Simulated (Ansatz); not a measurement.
Two isomers of CH6SSi2: A = `[SiH3][SiH]1CS1`, B = `C[SiH]1[SiH2]S1`.

Computed with Ansatz on PBE0-D4/def2-TZVP structures; ΔE is electronic, products minus reactants. CCSD(T)/CBS is the MP2 limit (def2-TZVPP, def2-QZVPP) plus CCSD(T) − MP2 in def2-TZVPP, frozen cores. Functionals use def2-TZVPP.

Task: Which isomer does CCSD(T)/CBS put lower? Give the gap. (An estimate is asked.)

Result: The calculation gave: B, by 28.7 kcal/mol.

Task: Give E(B) − E(A) in kcal/mol with CCSD(T)/def2-TZVPP, B2PLYP, CCSD(T)/def2-SVP, HF/def2-TZVPP, MP2/def2-TZVPP, r2SCAN-D4, LDA (SPW92). (Best estimate.)

Result: Computed: CCSD(T)/def2-TZVPP -27.9, B2PLYP -28.2, CCSD(T)/def2-SVP -27.3, HF/def2-TZVPP -28.1, MP2/def2-TZVPP -29.1, r2SCAN-D4 -29.7, LDA (SPW92) -29.0. None reverses the order clearly.

Task: Does the order hold for the free energy at 298.15 K (harmonic terms from PBE0-D4)? (Estimate.)

Result: Computed: Yes: G(B) − G(A) = -26.5 kcal/mol.

Largest T1 diagnostic: 0.013.

Leaving LDA and LC-ωPBE aside and taking each functional with its dispersion term where it has one, the values, not all of them listed here, spread over 3.7 kcal/mol, from B97M-V to BLYP-D4. LDA lies −1.0 kcal/mol from PBE without D4. At CCSD(T), def2-SVP lies +1.4 kcal/mol from the extrapolated value and def2-TZVPP +0.8 kcal/mol.
